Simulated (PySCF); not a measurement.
Computed IR spectrum (relative IR intensity) of a molecule C2H4OSe. The structure is a stationary point at PBE-D3(BJ)/def2-SVP. Other conformers were not sampled. These are PBE-D3(BJ)/def2-SVP (PySCF) values and carry that method's errors. Frequencies are harmonic and unscaled.

ν (cm⁻¹): 37 (w), 572 (vw), 740 (w), 828 (vw), 970 (m), 1080 (m), 1211 (s), 1248 (m), 1436 (w), 2944 (vs), 2954 (w), 3010 (m) (against the strongest line: vs over 80 %, s over 45 %, m over 15 %, w over 4 %, vw less)

**Question.** Which structure fits?
A) C[Se]C=O
B) C1OC[Se]1
C) O=CC[SeH]

**Answer.** B, C1OC[Se]1
